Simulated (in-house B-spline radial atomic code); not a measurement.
Mn II (Mn+): [Ne] 3s2 (3p1/2)2 (3p3/2)3 (3d3/2)3 (3d5/2)2 4s1 (7p1/2)1 (an excited or competing configuration)

Computed with an all-electron radial atomic-structure program (B-spline basis): Dirac-Hartree-Fock, average of the jj configuration, Fermi nucleus of rms radius 3.7057 fm.

Z_r = [3n² - l(l+1)]/(2<r>); Z_e = n√(-2ε); the last column is Slater's effective charge. Values are occupation-weighted means over j.

```tsv
shell	electrons	ε (eV)	<r> (bohr)	Z_r	Z_e	Slater
1s	2	-6631.2	0.06085	24.65	22.08	24.70
2s	2	-831.46	0.2773	21.63	15.63	20.85
2p	6	-705.04	0.2464	20.29	14.40	20.85
3s	2	-129.09	0.8428	16.02	9.24	14.10
3p	5	-93.216	0.8894	14.05	7.85	14.10
3d	5	-38.476	1.043	10.07	5.04	6.60
4s	1	-23.187	2.56	9.37	5.22	4.80
7p	1	-1.9492	20.56	3.53	2.65	2.00
```

The least bound orbital is 7p1/2 at -1.949 eV, and it is also the most diffuse (<r> = 20.56 bohr).

For the 1s electron the small component carries 0.808 % of the norm, the zero-frequency Breit interaction raises the level by 7.367 eV, self-energy by 3.603 eV, and vacuum polarisation lowers it by 0.3004 eV.
